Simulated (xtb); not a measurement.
xtb input:

```bash
xtb mol.xyz --gfn 2 --ohess tight --chrg -1 --uhf 0
```
mol.xyz:
```
3

In     0.82701066     0.05685463    -0.07795652
Cl    -0.64080689     1.44574800    -1.27492002
Cl    -0.15170801    -1.51535648     1.45232642
```

Question: What final total energy does it print?

Answer: -10.71677 Eh (GFN2-xTB).
